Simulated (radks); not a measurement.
The platinum anion Pt2-, [Hg], held by a Watson sphere: a shell of charge +2 at radius R that stands for the Madelung well of a crystal (potential energy -2/R inside, -2/r outside, in hartree with lengths in bohr). Calculated with a radial shooting solver on a logarithmic mesh with Libxc functionals: scalar-relativistic Kohn-Sham, LB94 model potential, spin-polarised, spherical densities, point nucleus. Response by self-consistent Sternheimer equations with the Hartree and adiabatic LDA kernel, the relativistic mass of each level held fixed and spin-orbit coupling left out. The sphere does not respond.

[
 {"R (bohr)": "2.97", "e(5p) (eV)": "-59.537", "e(6s) (eV)": "-10.768", "e(5d) (eV)": "-9.942", "<r> 5d (bohr)": "1.781", "sum of <r^2> (bohr^2)": "78.05", "X-ray form factor at sin(theta)/lambda = 0.1 1/angstrom": "75.132", "alpha (bohr^3)": "49.76"},
 {"R (bohr)": "3.62", "e(5p) (eV)": "-58.126", "e(6s) (eV)": "-9.381", "e(5d) (eV)": "-8.391", "<r> 5d (bohr)": "1.813", "sum of <r^2> (bohr^2)": "82.73", "X-ray form factor at sin(theta)/lambda = 0.1 1/angstrom": "74.972", "alpha (bohr^3)": "65.42"},
 {"R (bohr)": "4.45", "e(5p) (eV)": "-56.621", "e(6s) (eV)": "-7.812", "e(5d) (eV)": "-6.801", "<r> 5d (bohr)": "1.835", "sum of <r^2> (bohr^2)": "87.78", "X-ray form factor at sin(theta)/lambda = 0.1 1/angstrom": "74.840", "alpha (bohr^3)": "89.95"},
 {"R (bohr)": "5.01", "e(5p) (eV)": "-55.774", "e(6s) (eV)": "-6.922", "e(5d) (eV)": "-5.928", "<r> 5d (bohr)": "1.845", "sum of <r^2> (bohr^2)": "90.72", "X-ray form factor at sin(theta)/lambda = 0.1 1/angstrom": "74.783", "alpha (bohr^3)": "109.4"},
 {"R (bohr)": "6.19", "e(5p) (eV)": "-54.350", "e(6s) (eV)": "-5.432", "e(5d) (eV)": "-4.481", "<r> 5d (bohr)": "1.858", "sum of <r^2> (bohr^2)": "95.99", "X-ray form factor at sin(theta)/lambda = 0.1 1/angstrom": "74.714", "alpha (bohr^3)": "159.5"},
 {"R (bohr)": "6.51", "e(5p) (eV)": "-54.032", "e(6s) (eV)": "-5.101", "e(5d) (eV)": "-4.161", "<r> 5d (bohr)": "1.861", "sum of <r^2> (bohr^2)": "97.26", "X-ray form factor at sin(theta)/lambda = 0.1 1/angstrom": "74.703", "alpha (bohr^3)": "175.6"}
]
